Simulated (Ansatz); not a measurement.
Species: GaN, charge 0, triplet. GaN (SMILES [N]=[Ga], triplet).
B3LYP-D3(BJ)/def2-TZVP minimum from Ansatz (a first-principles code):
```xyz
2

Ga     0.0000     0.0000    -0.3434
N      0.0000     0.0000     1.5209
```
Charge 0, spin multiplicity 3.

Atomisation energy term by term, kcal/mol (programs: Ansatz). Open shells are spin-unrestricted; no spin-orbit coupling. Correlated methods leave the cores frozen (noble-gas shells, and filled d and f shells in the p block). No relativity. CBS(X,Y): correlation extrapolated as X^-3, Hartree-Fock from the larger set (Q,5: extrapolated as (X+1)exp(-9√X)). A bracket is a step between two methods taken in the basis named. Where a partner has so few electrons that a lower coupled-cluster level is exact, that level stands in. The UHF reference of GaN ([N]=[Ga], triplet) is spin-contaminated (<S^2> up to 0.11 over the pure value in the sets run). The determinant of GaN ([N]=[Ga], triplet) is a saddle point of the SCF energy; a lower one exists, which strains HF and MP2.

```json
[
 {"term": "Hartree-Fock", "basis": "CBS(cc-pVQZ,cc-pV5Z)", "kcal/mol": "2.27"},
 {"term": "CCSD correlation", "basis": "CBS(cc-pVQZ,cc-pV5Z)", "kcal/mol": "39.41"},
 {"term": "(T)", "basis": "CBS(cc-pVQZ,cc-pV5Z)", "kcal/mol": "4.93"},
 {"term": "CCSDT(Q) - CCSD(T)", "basis": "cc-pVQZ", "kcal/mol": "1.49"},
 {"term": "CCSDTQ - CCSDT(Q)", "basis": "cc-pVDZ", "kcal/mol": "-0.11"},
 {"term": "sum: De", "basis": "", "kcal/mol": "48.0"}
]
```

The step beyond CCSD(T) by other levels: CCSDTQ in cc-pVDZ 1.55; CCSDT(Q) in cc-pVDZ 1.67; CCSDT(Q) in cc-pVTZ 1.51 kcal/mol.
